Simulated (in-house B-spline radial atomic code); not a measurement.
RPBE excitations of Ca

Method: RPBE. Computed with an all-electron radial atomic-structure program (B-spline basis): linear response of the closed shell [Ar] 4s2 with the functional's adiabatic kernel; scalar-relativistic (spin-free one-electron X2C), finite nucleus, no spin-orbit coupling, no double excitations, S, P, D and F terms only; shells from n = 2 respond.

Command:
```bash
python run_td.py task.json out
```
Settings (radii: box in bohr, nucleus in fm):
```
Z                        20
electrons                20
configuration            [Ar] 4s2
hamiltonian              x2c
method                   rpbe,pbe
box_radius               75
rms_radius               3.4776
intervals                78
```

Run time, properties included: 0.5 s on 1 thread of AMD EPYC 9R45 96-Core Processor (Zen 5) (shared host).

The lowest states, in the order of their Tamm-Dancoff energies; the method's threshold (minus the highest occupied level) is 3.734 eV. Labels give the largest channel, * marks a mixed state, and oscillator strengths are full-response dipole values. Measured ¹D terms are left out, since they can mix with doubly excited terms. Semilocal kernels can invert the small singlet-triplet splittings of Rydberg terms. Energies in eV:

```json
{"state": "4s → 3d 3D", "full response": "?", "Tamm-Dancoff": "?", "oscillator strength": "-", "measured (J-weighted term)": "?"}
{"state": "4s → 4p 3P", "full response": "1.375", "Tamm-Dancoff": "1.597", "oscillator strength": "-", "measured (J-weighted term)": "1.892"}
{"state": "4s → 3d 1D", "full response": "1.805", "Tamm-Dancoff": "1.809", "oscillator strength": "-", "measured (J-weighted term)": "-"}
{"state": "4s → 4p 1P", "full response": "?", "Tamm-Dancoff": "?", "oscillator strength": "?", "measured (J-weighted term)": "?"}
{"state": "4s → 5s 3S", "full response": "3.464", "Tamm-Dancoff": "3.471", "oscillator strength": "-", "measured (J-weighted term)": "3.910"}
```

Q: Where does 4s → 4p 1P lie?

A: At 2.921 eV in full response, 3.068 eV in Tamm-Dancoff, oscillator strength 1.79; measured 2.933 eV.

Q: Where does 4s → 3d 3D lie?

A: At 1.081 eV in full response, 1.269 eV in Tamm-Dancoff; measured 2.524 eV.

Q: How large is the singlet-triplet splitting of 4s → 3d (D terms) in Tamm-Dancoff?

A: 0.54 eV, from the unrounded values.

Q: What polarisabilities and dispersion coefficient does the method give?

A: Dipole 165.8 bohr³, quadrupole 3836 bohr⁵, C6 2338 hartree·bohr⁶ for two such species. Recommended dipole value: 160.8 ± 4 bohr³ (Schwerdtfeger and Nagle, table of static dipole polarizabilities (2023 update)), which includes relativity and correlation.
